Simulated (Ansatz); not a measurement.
One change: `[CH3][Al]([OH])[SiH2]O` becomes `[CH3][Al]([OH])[F]`.

Ansatz, PBE0-D4/def2-TZVP geometries, multiplicity 1. Each molecule was computed in one conformer, which needn't be the lowest.

```
                                        property  `[CH3][Al]([OH])[SiH2]O`
size of the dipole moment (B3LYP/def2-TZVPP) / D                      1.10
         HOMO–LUMO gap (ωB97M-V/def2-TZVPP) / eV                      9.43
  size of the dipole moment (PBE/def2-TZVPP) / D                      1.09
             HOMO–LUMO gap (PBE/def2-TZVPP) / eV                      3.85
           LUMO energy (ωB97M-V/def2-TZVPP) / eV                      0.49
           HOMO–LUMO gap (B3LYP/def2-TZVPP) / eV                      5.39
```

(1) What does the change do to each property? (Estimate.)

Answers

(1) Computed: 
```json
{"property": "size of the dipole moment (B3LYP/def2-TZVPP) / D", "`[CH3][Al]([OH])[F]`": "0.65", "shift": "-0.45"}
{"property": "HOMO–LUMO gap (ωB97M-V/def2-TZVPP) / eV", "`[CH3][Al]([OH])[F]`": "12.47", "shift": "3.04"}
{"property": "size of the dipole moment (PBE/def2-TZVPP) / D", "`[CH3][Al]([OH])[F]`": "0.68", "shift": "-0.41"}
{"property": "HOMO–LUMO gap (PBE/def2-TZVPP) / eV", "`[CH3][Al]([OH])[F]`": "6.45", "shift": "2.60"}
{"property": "LUMO energy (ωB97M-V/def2-TZVPP) / eV", "`[CH3][Al]([OH])[F]`": "1.25", "shift": "0.76"}
{"property": "HOMO–LUMO gap (B3LYP/def2-TZVPP) / eV", "`[CH3][Al]([OH])[F]`": "8.10", "shift": "2.71"}
```

With PBE0 the HOMO falls by 2.02 eV and the LUMO rises by 0.90 eV, so the gap widens by about 2.92 eV. PBE moves the HOMO by -1.81 eV and ωB97M-V by -2.29 eV. Dipoles are sizes alone; their direction can turn.

B3LYP here is the variant with VWN-RPA as its local correlation; programs differ in this.
